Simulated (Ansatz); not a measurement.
Basis-set series for AlCl2H2N (`[NH2][Al]([Cl])[Cl]`). The species carries charge 0 and has multiplicity 1. Geometry: relaxed with PBE0-D4/def2-TZVP. It is one conformer, not always the lowest.

| functional | basis | functions | energy (Eh) | HOMO (eV) | LUMO (eV) |
| --- | --- | --- | --- | --- | --- |
| PBE0-D4 | def2-SVP | 78 | -1218.08614 | -7.83 | -0.33 |
| PBE0-D4 | def2-TZVPP | 185 | -1218.55984 | -8.03 | -0.59 |
| ωB97M-V | def2-SVP | 78 | -1218.48736 | -10.18 | 1.35 |
| ωB97M-V | def2-TZVPP | 185 | -1218.95906 | -10.41 | 1.05 |

Task: Give the rows for def2-QZVPP. (Estimate.)

Result: Computed: 
| functional | basis | functions | energy (Eh) | HOMO (eV) | LUMO (eV) |
| --- | --- | --- | --- | --- | --- |
| PBE0-D4 | def2-QZVPP | 327 | -1218.59824 | -8.08 | -0.80 |
| ωB97M-V | def2-QZVPP | 327 | -1218.99567 | -10.47 | 0.67 |

Positive LUMOs are unbound and depend on the basis.
